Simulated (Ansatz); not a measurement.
Reaction (ligand exchange at the Si–Cl bond): `F[Si]([SiH3])(Cl)Cl` + H–F → `F[Si](F)([SiH3])Cl` + HCl

Gas-phase electronic energies from Ansatz, PBE0-D4/def2-TZVP geometries. CCSD(T)/CBS adds triple-zeta CCSD(T) − MP2 to the extrapolated MP2 energy (def2 sets, frozen cores). This one scheme is used for every species. Functionals use def2-TZVPP.

(1) Is it downhill or uphill in electronic energy at CCSD(T)/CBS, and by how much? (Best estimate.)

(2) What do these levels give: ωB97X-V, RPA@PBE/def2-TZVPP, SCS-MP2/def2-TZVPP, HF/def2-QZVPP, HF/CBS(def2), MP2/CBS(def2)? (Estimate.)

(3) What do rigid-rotor, harmonic-oscillator terms from PBE0-D4/def2-TZVP frequencies (298.15 K, 1 bar) make of the CCSD(T)/CBS value? (An estimate is asked.)

Largest T1 diagnostic among the species: 0.012.

## Answers

(1) The calculation gave: Downhill: ΔE = -10.8 kcal/mol.

(2) Computed: ωB97X-V -11.8, RPA@PBE/def2-TZVPP -12.7, SCS-MP2/def2-TZVPP -11.9, HF/def2-QZVPP -15.6, HF/CBS(def2) -15.6, MP2/CBS(def2) -9.1 kcal/mol.

(3) Computed: ΔZPE = -0.9 kcal/mol, ΔH = -11.9 kcal/mol, ΔS = 1 J/(mol·K), ΔG = -12.0 kcal/mol.

In def2-TZVPP, CCSD(T) changes the Hartree–Fock value by +3.1 kcal/mol (the triples alone add +0.7 kcal/mol) and MP2 by +4.8 kcal/mol. The D4 term adds +1.7 kcal/mol with B3LYP and +0.9 kcal/mol with PBE0; it sums over pairs of atoms, weighted by their polarisabilities, and B3LYP, whose exchange is more repulsive, gets the larger term.

B3LYP here is the variant with VWN-RPA as its local correlation; programs differ in this.
